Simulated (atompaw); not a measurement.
**An all-electron radial function and its pseudo partner (thulium (Tm))**

Columns: radius, all-electron u(r) and pseudo u(r) of the 4f shell (level -3.94 eV) of thulium in the configuration [Kr] 4d10 4f13 5s2 5p6 5d0 6s1.5 6p0.5; PBEsol, scalar-relativistic, PAW (atompaw) scheme, atompaw 4.2.0.5.

| r (bohr) | all-electron | pseudo |
| --- | --- | --- |
| 0.115 | 0.1581 | 0.0155 |
| 0.231 | 0.6388 | 0.1949 |
| 0.346 | 0.9965 | 0.6260 |
| 0.462 | 1.1280 | 1.0266 |
| 0.577 | 1.1087 | 1.1064 |
| 0.692 | 1.0219 | 1.0219 |
| 0.808 | 0.9125 | 0.9125 |
| 0.923 | 0.8041 | 0.8041 |
| 1.038 | 0.7044 | 0.7044 |
| 1.154 | 0.6152 | 0.6152 |
| 1.269 | 0.5383 | 0.5383 |
| 1.385 | 0.4712 | 0.4712 |
| 1.500 | 0.4139 | 0.4139 |
| 1.615 | 0.3646 | 0.3646 |
| 1.731 | 0.3218 | 0.3218 |
| 1.846 | 0.2850 | 0.2850 |
| 1.962 | 0.2530 | 0.2530 |
| 2.077 | 0.2254 | 0.2254 |
| 2.192 | 0.2014 | 0.2014 |
| 2.308 | 0.1803 | 0.1803 |
| 2.423 | 0.1619 | 0.1619 |
| 2.538 | 0.1459 | 0.1459 |
| 2.654 | 0.1316 | 0.1316 |
| 2.769 | 0.1191 | 0.1191 |
| 2.885 | 0.1080 | 0.1080 |
| 3.000 | 0.0983 | 0.0983 |

(1) How many radial nodes do the two functions have?

(2) At about which radius was the pseudo-wave matched?

(3) Where does each function peak?

(4) Is the pseudo-wave norm-conserving?

Answers

(1) The all-electron 4f function has n − l − 1 = 0; the pseudo-wave has 0.

(2) 0.65 bohr, where the columns begin to agree (steps of 0.12 bohr).

(3) Outermost all-electron maximum near 0.46 bohr, pseudo maximum near 0.58 bohr (to the table’s step).

(4) No, it belongs to a PAW set: the norm inside the radius is not constrained, and the difference is carried by the augmentation charge.
